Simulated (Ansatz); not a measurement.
**Molecular dynamics of LiSi₁₆, charge +1**

The input (input.yaml):

```yaml
accuracy: low
crystal:
  lattice:
    - [0.0, 5.43, 5.43]
    - [5.43, 0.0, 5.43]
    - [5.43, 5.43, 0.0]
  atoms:
    - { symbol: Si, position: [-0.00155922, 0.00198652, 0.00150859] }
    - { symbol: Si, position: [0.12739295, 0.12436365, 0.12408964] }
    - { symbol: Si, position: [-0.00159537, 0.00197392, 0.49800027] }
    - { symbol: Si, position: [0.12293301, 0.13196908, 0.62252277] }
    - { symbol: Si, position: [-0.00144573, 0.49827336, 0.00152306] }
    - { symbol: Si, position: [0.12330037, 0.62305666, 0.1307464] }
    - { symbol: Si, position: [0.00175785, 0.50008784, 0.49893144] }
    - { symbol: Si, position: [0.12321132, 0.62297344, 0.62276018] }
    - { symbol: Si, position: [0.49990383, -9.86e-06, 6.228e-05] }
    - { symbol: Si, position: [0.62458059, 0.12403612, 0.12379218] }
    - { symbol: Si, position: [0.50262394, 0.00201508, 0.49766882] }
    - { symbol: Si, position: [0.62455165, 0.124009, 0.62761649] }
    - { symbol: Si, position: [0.50266438, 0.4979136, 0.00159686] }
    - { symbol: Si, position: [0.62467758, 0.62751982, 0.123872] }
    - { symbol: Si, position: [0.50265148, 0.49787885, 0.49776658] }
    - { symbol: Si, position: [0.6337427, 0.62216939, 0.62202414] }
    - { symbol: Li, position: [0.25423967, 0.74990572, 0.74766121] }
total_charge: 1
basis:
  ecutwfc: 420.0
kpoints:
  mp_grid: { grid: [2, 2, 2] }
hamiltonian:
  xc: pbe
  dispersion: d3bj
  pseudopotentials: { kind: paw, azcp: { folder: soft_1 } }
scf:
  occupations: { method: fermi_dirac, width: 0.05 }
  lower_state_search: "off"
md:
  timestep: 1
  n_steps: 230
  ensemble: nvt_langevin
  temperature: 900.0
  initial_velocities: maxwell_boltzmann
  seed: 222280
  friction: 0.01
```

Launched with:

```bash
$ ansatz run input.yaml --threads 1 --pin off --max-ram 3072MiB --backend cpu --events-out ev --progress --plain --runs-dir out
```

It starts from a relaxed structure.

Output, in part (step lines):

```
md step     0: t =     0.00 fs  T =   847.1 K  F+E_penalty+E_count = -10388.34569710 eV  E_kin = 1.861344 eV  (8 SCF iters)
md step     1: t =     1.00 fs  T =   842.4 K  F+E_penalty+E_count = -10388.33542238 eV  E_kin = 1.851181 eV  (6 SCF iters)
md step     2: t =     2.00 fs  T =   823.4 K  F+E_penalty+E_count = -10388.30662910 eV  E_kin = 1.809374 eV  (6 SCF iters)
md step     3: t =     3.00 fs  T =   772.1 K  F+E_penalty+E_count = -10388.26175171 eV  E_kin = 1.696668 eV  (6 SCF iters)
md step     4: t =     4.00 fs  T =   729.2 K  F+E_penalty+E_count = -10388.20424003 eV  E_kin = 1.602271 eV  (6 SCF iters)
md step     5: t =     5.00 fs  T =   662.0 K  F+E_penalty+E_count = -10388.13747228 eV  E_kin = 1.454695 eV  (4 SCF iters)
md step     6: t =     6.00 fs  T =   650.0 K  F+E_penalty+E_count = -10388.06389455 eV  E_kin = 1.428413 eV  (4 SCF iters)
md step     7: t =     7.00 fs  T =   647.8 K  F+E_penalty+E_count = -10387.98105306 eV  E_kin = 1.423383 eV  (4 SCF iters)
[... lines left out ...]
md step   229: t =   229.00 fs  T =   730.4 K  F+E_penalty+E_count = -10386.14498453 eV  E_kin = 1.604944 eV  (4 SCF iters)
md step   230: t =   230.00 fs  T =   699.4 K  F+E_penalty+E_count = -10386.08639760 eV  E_kin = 1.536912 eV  (6 SCF iters)
```

The steps, from the saved trajectory:

```json
{"time (fs)": "0", "T (K)": "847", "potential energy less start (eV)": "0.000"}
{"time (fs)": "7", "T (K)": "648", "potential energy less start (eV)": "0.365"}
{"time (fs)": "14", "T (K)": "407", "potential energy less start (eV)": "0.954"}
{"time (fs)": "21", "T (K)": "395", "potential energy less start (eV)": "1.148"}
{"time (fs)": "28", "T (K)": "437", "potential energy less start (eV)": "0.994"}
{"time (fs)": "35", "T (K)": "639", "potential energy less start (eV)": "0.759"}
{"time (fs)": "42", "T (K)": "678", "potential energy less start (eV)": "0.795"}
{"time (fs)": "49", "T (K)": "505", "potential energy less start (eV)": "1.224"}
{"time (fs)": "56", "T (K)": "413", "potential energy less start (eV)": "1.743"}
{"time (fs)": "63", "T (K)": "339", "potential energy less start (eV)": "1.962"}
{"time (fs)": "70", "T (K)": "571", "potential energy less start (eV)": "1.803"}
{"time (fs)": "77", "T (K)": "788", "potential energy less start (eV)": "1.613"}
{"time (fs)": "84", "T (K)": "553", "potential energy less start (eV)": "1.722"}
{"time (fs)": "91", "T (K)": "533", "potential energy less start (eV)": "1.797"}
{"time (fs)": "98", "T (K)": "502", "potential energy less start (eV)": "1.679"}
{"time (fs)": "105", "T (K)": "597", "potential energy less start (eV)": "1.391"}
{"time (fs)": "112", "T (K)": "711", "potential energy less start (eV)": "1.147"}
{"time (fs)": "119", "T (K)": "609", "potential energy less start (eV)": "1.231"}
{"time (fs)": "126", "T (K)": "511", "potential energy less start (eV)": "1.626"}
{"time (fs)": "133", "T (K)": "386", "potential energy less start (eV)": "1.751"}
{"time (fs)": "140", "T (K)": "544", "potential energy less start (eV)": "1.538"}
{"time (fs)": "147", "T (K)": "641", "potential energy less start (eV)": "1.259"}
{"time (fs)": "154", "T (K)": "672", "potential energy less start (eV)": "1.145"}
{"time (fs)": "161", "T (K)": "669", "potential energy less start (eV)": "1.330"}
{"time (fs)": "168", "T (K)": "743", "potential energy less start (eV)": "1.391"}
{"time (fs)": "175", "T (K)": "732", "potential energy less start (eV)": "1.384"}
{"time (fs)": "182", "T (K)": "834", "potential energy less start (eV)": "1.334"}
{"time (fs)": "189", "T (K)": "914", "potential energy less start (eV)": "1.097"}
{"time (fs)": "196", "T (K)": "898", "potential energy less start (eV)": "1.145"}
{"time (fs)": "203", "T (K)": "941", "potential energy less start (eV)": "1.365"}
{"time (fs)": "210", "T (K)": "870", "potential energy less start (eV)": "1.585"}
{"time (fs)": "217", "T (K)": "983", "potential energy less start (eV)": "1.675"}
{"time (fs)": "224", "T (K)": "950", "potential energy less start (eV)": "1.879"}
```

All steps were run. The mean temperature of the second half is 18 % below the set value. A run of 0.23 ps of so small a system gives no equilibrium averages. Limits of this set-up: coarse k mesh, a small cell, in which the defect meets its images, low accuracy level, charged cell in a uniform background, uncorrected.

Mean squared displacements from the first frame to the last, about the centre of mass: Si 0.05 Å², Li 0.73 Å².

Last frame:

```xyz
17
Lattice="0.0000 5.4300 5.4300 5.4300 0.0000 5.4300 5.4300 5.4300 0.0000" Properties=species:S:1:pos:R:3
Si 0.119 0.050 0.158
Si 1.510 1.405 1.516
Si 2.821 2.627 0.090
Si 4.223 4.102 1.382
Si 2.980 -0.054 2.809
Si 4.167 1.514 4.040
Si 5.401 2.897 2.812
Si 7.001 4.104 3.985
Si 0.079 2.631 2.962
Si 1.442 4.201 4.091
Si 2.649 5.547 2.485
Si 4.022 6.545 4.285
Si 2.641 2.765 5.351
Si 4.169 3.827 6.887
Si 5.450 5.202 5.661
Si 6.630 6.805 6.742
Li 7.670 5.944 5.052
```

Time of the run: 14 min on 1 thread of Arm Neoverse V2, with other jobs on the host, peak memory 0.65 GiB.
